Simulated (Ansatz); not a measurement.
Consider the difluorocarbene loss: `F[C](F)(F)[GeH3]` → `[F][GeH3]` + `F[C]F`.

Program: Ansatz. Geometries: PBE0-D4/def2-TZVP. ΔE: electronic, gas phase. CCSD(T)/CBS adds triple-zeta CCSD(T) − MP2 to the extrapolated MP2 energy (def2 sets, frozen cores). This one scheme is used for every species. DFT in def2-TZVPP. B3LYP here is the variant with VWN-RPA as its local correlation; programs differ in this. For Ge outer-core shells are correlated without core-valence functions, which leaves a few kJ/mol of doubt a bond. Scalar relativity is left out up to krypton.

**Question.** Is it downhill or uphill in electronic energy at CCSD(T)/CBS, and by how much? (Best estimate.)

**Answer.** The calculation gave: Uphill: ΔE = +156.2 kJ/mol.

**Question.** What do these levels give: PBE-D4, BLYP-D4, B97M-V, PBE0-D4, r2SCAN0-D4, PBE0, B3LYP, r2SCANh, CAM-B3LYP, RPA@PBE/def2-TZVPP, HF/def2-TZVPP, MP2/def2-TZVPP? (Best estimate.)

**Answer.** Ansatz gave: PBE-D4 175.2, BLYP-D4 145.1, B97M-V 152.0, PBE0-D4 182.7, r2SCAN0-D4 182.2, PBE0 177.1, B3LYP 145.8, r2SCANh 177.7, CAM-B3LYP 158.6, RPA@PBE/def2-TZVPP 134.9, HF/def2-TZVPP 113.2, MP2/def2-TZVPP 164.5 kJ/mol.

Largest T1 diagnostic among the species: 0.017.

In def2-TZVPP, CCSD(T) changes the Hartree–Fock value by +38.4 kJ/mol (the triples alone add +1.7 kJ/mol) and MP2 by +51.4 kJ/mol. Leaving LDA and LC-ωPBE aside and taking each functional with its dispersion term where it has one, the values spread over 37.6 kJ/mol, from BLYP-D4 to PBE0-D4. LDA lies +63.2 kJ/mol from PBE without D4. From r2SCAN to r2SCAN0 (25 % exact exchange), in def2-TZVPP and without D4, ΔE moves by +4.5 kJ/mol.
